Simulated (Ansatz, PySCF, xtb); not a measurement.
Energy difference R1 + R2 → P1 + P2, each structure at its B3LYP-D3(BJ)/def2-TZVP stationary point, reached from a drawn start (curvature not checked).
P1: CH4 (SMILES C), charge 0, multiplicity 1.
R1, H2O (SMILES O) (charge 0, multiplicity 1):
```xyz
3

O      0.0000     0.0000     0.3896
H      0.0000     0.7650    -0.1949
H      0.0000    -0.7650    -0.1949
```
P2: H6OSi2 (SMILES [SiH3]O[SiH3]), charge 0, multiplicity 1.
R2: CH8Si2 (SMILES [SiH3]C[SiH3]), charge 0, multiplicity 1.

P less R. No zero-point or thermal terms.

Run with Ansatz (Gaussian orbitals); PySCF for the D3/D4 terms; xtb for the GFN methods. All values are computed, each at the level named.

Q: One of these levels gives -2.191 eV for the reaction energy. Which?
(A) HF/cc-pV(D+d)Z
(B) GFN1-xTB
(C) PBE0-D3(BJ)/def2-TZVPP

A: A, HF/cc-pV(D+d)Z. The others give -4.949 (GFN1-xTB), -1.821 (PBE0-D3(BJ)/def2-TZVPP)

Ansatz is a quantum-chemistry and plane-wave program.
